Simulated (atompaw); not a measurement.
**Ga (Z = 31): one change to a PAW (atompaw) potential, before and after**

* Element: gallium (Ga)
* Generator: atompaw 4.2.0.5
* Type: PAW
* Functional: PBE
* Relativity: scalar-relativistic
* Frozen core: [Ar] 3d10
* Valence charge: 3
* Reference configuration: 4s1.5 4p1.5
* Partial waves: 4s (bound): rc 2.95 bohr; 4s channel at 1.85 Ry: rc 1.70 bohr; 4p (bound): rc 2.95 bohr; 4p channel at 0.45 Ry: rc 2.95 bohr; 4d channel at -0.15 Ry: rc 2.95 bohr; 4d channel at 1.05 Ry: rc 2.95 bohr
* Local potential: bessel scheme, radius 2.55 bohr
* Core correction: smooth core density matched at 1.65 bohr
* Augmentation charge: sinc compensation charge, radius 2.45 bohr; PAW radius 2.95 bohr; waves and projectors: custom polynom2 7 10 vanderbiltortho

Change: local potential bessel scheme, radius 1.62 bohr.

Cutoffs: the cutoffs (Ry, on a coarse ladder) from which the occupation-weighted sum of valence levels, in a spherical-Bessel basis at the reference potential, stays within 10 and 1 mRy of its value at 400 Ry; they do not see the model core or the augmentation charge, which bear on the density cutoff.

Problem. What does the change do?

Solution. The potential gets neither clearly harder nor softer (8 Ry and 18 Ry → 8 Ry and 18 Ry); the s channel binds one level more than in the base; the range in which the s phases agree narrows (upper end 1.2 → -0.2); neither file shows a bound ghost.

| quantity | base | changed |
| --- | --- | --- |
| cutoff, loose | 8 Ry | 8 Ry |
| cutoff, tight | 18 Ry | 18 Ry |
| bound ghosts | none | none |
| s: phases at 2.97 bohr within 0.05 rad from the reference energy up to (Ry; the scan ends near 5) | 1.2 | -0.2 |
| p: phases at 2.97 bohr within 0.05 rad from the reference energy up to (Ry; the scan ends near 5) | 2.8 | 2.4 |
| d: phases at 2.97 bohr within 0.05 rad from the reference energy up to (Ry; the scan ends near 5) | 2.4 | 2.2 |
| lowest overlap eigenvalue by channel | s 0.83, p 0.86, d 1.00 | s 0.82, p 0.87, d 1.00 |

 The cutoffs see the waves, projectors and local potential, not the compensation charge or the core.
